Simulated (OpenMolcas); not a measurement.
## F3+: effect of the level shift or regulariser

```json
{"Program": "OpenMolcas", "Basis": "ANO-R3 [4s4p2d1f]", "Scalar Hamiltonian": "X2C, finite nucleus", "Active space": "2 electrons in 9 orbitals (RAS2 2p; RAS3 3s 3d, at most 1 electron)", "State averaging": "2S+1 = 3 even, 3 roots; 2S+1 = 1 even, 6 roots", "Spin-orbit coupling": "state interaction with AMFI integrals over the reference wave functions, term energies averaged over their components"}
```

Methods on the same reference wave functions:
A. RASSCF
B. SS-RASPT2, IPEA 0.25 Eh, imaginary shift 0.1 Eh (closed shells correlated: 1s 2s)
C. SS-RASPT2, IPEA 0.25 Eh, imaginary shift 0.3 Eh (closed shells correlated: 1s 2s)

Energies in cm⁻¹ above 2s² 2p² ³P₀, the measured ground level; measured values from Moore, Atomic Energy Levels, vol. I, NSRDS-NBS 35 (1971 reprint of NBS Circular 467, 1949).

```csv
Level,A,B,C,Measured
2s² 2p² ³P₀,0.0,0.0,0.0,0.0
2s² 2p² ³P₁,220,221,221,225
2s² 2p² ³P₂,647,647,647,613
2s² 2p² ¹D₂,27831,25840,25840,25241
2s² 2p² ¹S₀,68461,60510,60510,53544
```

Deviations, from unrounded energies. A percentage is the sum of absolute deviations over the sum of measured energies, with the sign that they share, or ± where signs differ.

| Against measurement | Levels | A | B | C |
| --- | --- | --- | --- | --- |
| mean absolute deviation (cm-1) | 4 | 4400 | 1900 | 1900 |
| fine structure of the ground term (%) | 2 | ±4.6 | ±4.6 | ±4.6 |
| other terms of the ground configuration (%) | 2 | +22.2 | +9.6 | +9.6 |

B, C lie about equally close to measurement and A furthest from it. The largest miss of B in the table is 2s² 2p² ¹S₀, by +7000 cm-1. The ranking rests on the paired levels alone, and a cruder setting can come out closer through cancelling errors.

Between B and C no level of the table moves by more than 5 cm-1.

The two smallest mean deviations differ by little beside CASPT2's spread within terms, so their order carries little weight.

From A to B the spin-free energies of the other terms of 2s² 2p² shown, above ³P, scale by factors of 0.88 to 0.93.

The lowest spin-free term lies below A's lowest term by 0.099 hartree in B, 0.099 hartree in C.

CASPT2 does not keep the components of a term degenerate, so their means are used; among the terms shown or strongly mixed into the levels shown the widest spread is 75 cm-1 (2s² 2p² ¹D, C). With the s shell closed, the reference lacks s² → p² mixing. Measured partners are found by configuration, term and J. A level has none where our copy of the source lacks it or the pairing is in doubt (some pairs that miss far off the trend of their configuration count as doubtful), and it then counts in no deviation. Levels of configurations outside the active space are missing.
